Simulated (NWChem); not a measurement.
Molecule: C₃H₅Cl; SMILES C/C=C\Cl

Results from NWChem. Geometry: optimised at PBE-D3(BJ)/def2-SVP. Level: PBE/def2-SVP with SMD (1 M gas to 1 M solution), gas-phase geometry.

**Question.** Order these by “solvation free energy (kcal/mol)”, lowest first: 1,4-dioxane; ethanol; dichloromethane; water.

**Answer.** dichloromethane (-3.8), ethanol (-2.9), 1,4-dioxane (-1.7), water (0.6)
